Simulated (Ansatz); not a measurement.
Steps of a relaxation of C2H8ClInS, SMILES `[CH3][In-]([CH3])([SH2+])[Cl]` with RKS PBE0-D4/def2-TZVP.

```sh
$ ansatz run in.yaml --threads 4 --pin off --events-out ev --progress --plain --max-ram 11315MiB
```

```yaml
crystal:
  periodic: [false, false, false]
  atoms:
    - {symbol: C, position_ang: [-1.817176, 0.814119, -1.176922]}
    - {symbol: In, position_ang: [0.073370, 0.058610, -0.438489]}
    - {symbol: C, position_ang: [1.169523, -1.806502, -0.269292]}
    - {symbol: S, position_ang: [-0.231626, 0.811583, 2.353192]}
    - {symbol: Cl, position_ang: [1.692898, 1.932628, -0.314646]}
    - {symbol: H, position_ang: [-2.654819, 0.224140, -0.759363]}
    - {symbol: H, position_ang: [-1.918339, 1.873911, -0.878217]}
    - {symbol: H, position_ang: [-1.838098, 0.745660, -2.281604]}
    - {symbol: H, position_ang: [2.112320, -1.715503, -0.842722]}
    - {symbol: H, position_ang: [1.413307, -1.988041, 0.795687]}
    - {symbol: H, position_ang: [0.577758, -2.658165, -0.657164]}
    - {symbol: H, position_ang: [0.784169, -0.000775, 2.759570]}
    - {symbol: H, position_ang: [0.657013, 1.673634, 1.724770]}
basis:
  gaussian: {orbitals: def2-TZVP}
hamiltonian: {xc: pbe0, dispersion: d4}
relax: {f_tol: 0.005, max_steps: 150}
```

Positions (Å) and forces (eV/Å) along the path, 12 of 39 steps:

```xyz
13
step=1 energy=-30729.3803 eV
C    -1.817    0.814   -1.177   -0.097    0.055   -0.053
In    0.073    0.059   -0.438    0.083    0.082    0.009
C     1.170   -1.807   -0.269    0.083   -0.123    0.012
S    -0.232    0.812    2.353    0.739    0.011   -0.200
Cl    1.693    1.933   -0.315   -0.199   -0.261   -0.089
H    -2.655    0.224   -0.759    0.385    0.290   -0.213
H    -1.918    1.874   -0.878    0.042   -0.510   -0.148
H    -1.838    0.746   -2.282   -0.012    0.038    0.530
H     2.112   -1.716   -0.843   -0.473   -0.055    0.298
H     1.413   -1.988    0.796   -0.102    0.071   -0.543
H     0.578   -2.658   -0.657    0.308    0.428    0.201
H     0.784   -0.001    2.760   -0.375    0.283   -0.132
H     0.657    1.674    1.725   -0.382   -0.310    0.327
13
step=4 energy=-30729.4604 eV
C    -1.784    0.798   -1.174    0.001   -0.013    0.012
In    0.095    0.061   -0.469    0.086    0.064    0.057
C     1.155   -1.791   -0.288   -0.023   -0.018   -0.014
S    -0.249    0.769    2.321    0.085    0.070    0.030
Cl    1.705    1.872   -0.458   -0.012   -0.019   -0.029
H    -2.615    0.221   -0.771   -0.019   -0.027    0.016
H    -1.891    1.842   -0.880    0.011    0.031    0.013
H    -1.813    0.740   -2.262   -0.001   -0.002   -0.040
H     2.049   -1.734   -0.909    0.020    0.000   -0.022
H     1.466   -1.951    0.744   -0.002    0.024    0.028
H     0.547   -2.637   -0.607   -0.015   -0.024   -0.011
H     0.755    0.020    2.810   -0.035   -0.013   -0.036
H     0.601    1.756    1.957   -0.095   -0.074   -0.003
13
step=11 energy=-30729.4680 eV
C    -1.751    0.810   -1.177    0.003    0.007   -0.009
In    0.131    0.085   -0.461   -0.012   -0.020    0.015
C     1.155   -1.789   -0.286    0.003    0.000   -0.011
S    -0.300    0.698    2.333    0.003    0.001   -0.003
Cl    1.736    1.887   -0.404    0.003    0.005    0.000
H    -2.576    0.219   -0.777    0.004   -0.003    0.000
H    -1.871    1.852   -0.878    0.004   -0.001    0.002
H    -1.777    0.756   -2.266   -0.004    0.000    0.000
H     1.913   -1.847   -1.067    0.001   -0.009   -0.008
H     1.658   -1.849    0.680    0.005    0.012    0.007
H     0.473   -2.634   -0.386   -0.006    0.001    0.000
H     0.784    0.017    2.740   -0.004   -0.001   -0.004
H     0.444    1.761    1.965   -0.001    0.008    0.012
13
step=18 energy=-30729.4705 eV rejected
C    -1.735    0.820   -1.197   -0.001   -0.007    0.010
In    0.136    0.088   -0.460    0.018   -0.005   -0.006
C     1.161   -1.785   -0.284    0.077   -0.104    0.011
S    -0.327    0.650    2.335    0.002    0.010    0.009
Cl    1.742    1.889   -0.381   -0.010   -0.003    0.008
H    -2.566    0.225   -0.816    0.001    0.003    0.000
H    -1.858    1.858   -0.886   -0.004    0.002   -0.004
H    -1.746    0.779   -2.287    0.003    0.004    0.000
H     1.761   -1.946   -1.187   -0.091    0.004    0.145
H     1.838   -1.751    0.576   -0.103   -0.014   -0.145
H     0.461   -2.619   -0.167    0.114    0.112   -0.014
H     0.774    0.001    2.748   -0.006   -0.002   -0.015
H     0.380    1.754    2.021   -0.001   -0.001    0.001
13
step=19 energy=-30729.4709 eV
C    -1.738    0.818   -1.195   -0.001    0.012   -0.015
In    0.137    0.086   -0.470    0.011   -0.012    0.046
C     1.160   -1.787   -0.285   -0.007    0.001   -0.021
S    -0.320    0.657    2.328    0.026    0.037    0.021
Cl    1.736    1.890   -0.373    0.015    0.016   -0.013
H    -2.567    0.223   -0.808   -0.002   -0.004   -0.002
H    -1.860    1.857   -0.887    0.004   -0.005    0.003
H    -1.755    0.776   -2.285   -0.005   -0.003    0.002
H     1.787   -1.934   -1.165    0.003   -0.016   -0.012
H     1.806   -1.768    0.593    0.009    0.020    0.012
H     0.463   -2.621   -0.203   -0.007   -0.005   -0.002
H     0.780    0.008    2.746   -0.015   -0.011   -0.017
H     0.393    1.760    2.020   -0.032   -0.030   -0.003
13
step=20 energy=-30729.4720 eV
C    -1.738    0.821   -1.199    0.002    0.004   -0.004
In    0.135    0.090   -0.464   -0.005   -0.011    0.009
C     1.159   -1.781   -0.278    0.000   -0.003   -0.013
S    -0.321    0.646    2.332    0.002    0.014    0.016
Cl    1.734    1.893   -0.367    0.012    0.015   -0.005
H    -2.567    0.225   -0.817    0.000   -0.001   -0.002
H    -1.861    1.859   -0.890    0.002   -0.003    0.000
H    -1.749    0.779   -2.290   -0.001   -0.001    0.003
H     1.763   -1.947   -1.172   -0.005   -0.009    0.001
H     1.829   -1.746    0.582    0.004    0.006   -0.003
H     0.463   -2.613   -0.162    0.002    0.002    0.002
H     0.785   -0.011    2.720   -0.004   -0.007   -0.003
H     0.388    1.749    2.019   -0.010   -0.005   -0.001
13
step=24 energy=-30729.4745 eV
C    -1.725    0.827   -1.213    0.001    0.005   -0.002
In    0.142    0.099   -0.462   -0.002   -0.011    0.002
C     1.165   -1.773   -0.275    0.022   -0.010    0.001
S    -0.346    0.621    2.337    0.000    0.008   -0.001
Cl    1.735    1.909   -0.344   -0.007   -0.004    0.004
H    -2.557    0.223   -0.850    0.005   -0.001    0.001
H    -1.858    1.861   -0.893   -0.004    0.001   -0.002
H    -1.722    0.798   -2.304    0.000    0.001    0.000
H     1.621   -2.034   -1.232   -0.009   -0.004    0.013
H     1.959   -1.677    0.467   -0.010    0.001   -0.013
H     0.486   -2.574    0.019    0.005    0.014   -0.004
H     0.756   -0.042    2.726    0.000   -0.003   -0.004
H     0.363    1.727    2.039    0.000    0.001    0.006
13
step=26 energy=-30729.4684 eV rejected
C    -1.726    0.834   -1.217    0.001   -0.072    0.028
In    0.129    0.078   -0.459    0.147    0.265   -0.059
C     1.179   -1.777   -0.280   -0.135   -0.004    0.026
S    -0.352    0.636    2.341    0.062   -0.104    0.020
Cl    1.730    1.907   -0.337   -0.093   -0.110    0.003
H    -2.551    0.222   -0.851   -0.053    0.018   -0.023
H    -1.866    1.866   -0.895    0.039   -0.010    0.023
H    -1.725    0.806   -2.308    0.009   -0.012    0.000
H     1.621   -2.061   -1.234    0.006    0.035   -0.036
H     1.975   -1.671    0.456    0.036    0.000    0.028
H     0.488   -2.561    0.031    0.036   -0.076    0.033
H     0.747   -0.050    2.706   -0.072    0.039   -0.004
H     0.371    1.737    2.061    0.018    0.030   -0.038
13
step=32 energy=-30729.4755 eV
C    -1.722    0.830   -1.226    0.000    0.002    0.000
In    0.142    0.105   -0.462    0.000   -0.006    0.001
C     1.169   -1.765   -0.270    0.005    0.002    0.002
S    -0.353    0.610    2.339    0.000    0.008   -0.002
Cl    1.728    1.919   -0.324   -0.001    0.001    0.000
H    -2.554    0.218   -0.876    0.001    0.000    0.000
H    -1.863    1.860   -0.898   -0.001   -0.001   -0.001
H    -1.707    0.811   -2.317    0.001    0.000    0.000
H     1.540   -2.084   -1.245   -0.003   -0.002    0.004
H     2.021   -1.638    0.398   -0.005   -0.001   -0.006
H     0.509   -2.541    0.121    0.003    0.003   -0.001
H     0.740   -0.072    2.719    0.003   -0.004    0.001
H     0.372    1.712    2.056   -0.003   -0.005    0.002
13
step=34 energy=-30729.4755 eV
C    -1.721    0.831   -1.226   -0.001   -0.001    0.000
In    0.141    0.104   -0.462   -0.002    0.000   -0.001
C     1.169   -1.765   -0.270    0.002    0.000    0.001
S    -0.354    0.611    2.339    0.000    0.000   -0.001
Cl    1.726    1.920   -0.324    0.001    0.001    0.000
H    -2.553    0.218   -0.876    0.000    0.000   -0.001
H    -1.863    1.861   -0.898    0.001    0.000    0.000
H    -1.706    0.812   -2.316    0.000    0.000    0.000
H     1.539   -2.085   -1.245   -0.002    0.000    0.003
H     2.023   -1.637    0.397   -0.001   -0.001   -0.003
H     0.510   -2.540    0.124    0.002    0.002    0.001
H     0.738   -0.074    2.717    0.000   -0.001    0.001
H     0.373    1.710    2.055    0.001    0.000    0.001
13
step=36 energy=-30729.4757 eV
C    -1.720    0.832   -1.235   -0.003    0.000   -0.002
In    0.140    0.110   -0.462   -0.002    0.003   -0.002
C     1.170   -1.758   -0.264    0.024   -0.039    0.005
S    -0.356    0.607    2.340    0.010    0.000    0.000
Cl    1.720    1.929   -0.319    0.000   -0.001    0.001
H    -2.553    0.212   -0.900    0.003    0.001   -0.001
H    -1.872    1.858   -0.899    0.001   -0.001    0.000
H    -1.694    0.824   -2.326   -0.001    0.000    0.003
H     1.482   -2.116   -1.248   -0.015    0.013    0.043
H     2.061   -1.610    0.349   -0.036   -0.007   -0.025
H     0.530   -2.515    0.194    0.029    0.032   -0.021
H     0.721   -0.103    2.717   -0.007    0.005   -0.001
H     0.392    1.695    2.067   -0.003   -0.005    0.001
13
step=39 energy=-30729.4758 eV
C    -1.720    0.833   -1.235    0.000   -0.001    0.001
In    0.140    0.109   -0.463    0.001    0.001   -0.001
C     1.171   -1.758   -0.264   -0.001    0.000   -0.001
S    -0.357    0.607    2.339    0.000   -0.002    0.001
Cl    1.720    1.929   -0.319    0.000    0.000    0.000
H    -2.552    0.210   -0.903   -0.001    0.000    0.000
H    -1.872    1.857   -0.895    0.000    0.000    0.000
H    -1.694    0.829   -2.326    0.001    0.000    0.000
H     1.479   -2.120   -1.246    0.000    0.000   -0.002
H     2.063   -1.609    0.345    0.002    0.001    0.002
H     0.533   -2.512    0.198   -0.001   -0.001    0.002
H     0.719   -0.102    2.719   -0.001    0.000   -0.001
H     0.392    1.694    2.065    0.001    0.002    0.000
```

Run time 4.4 min (4 threads of an Arm Neoverse V1 on a shared host); peak host memory 0.82 GiB.
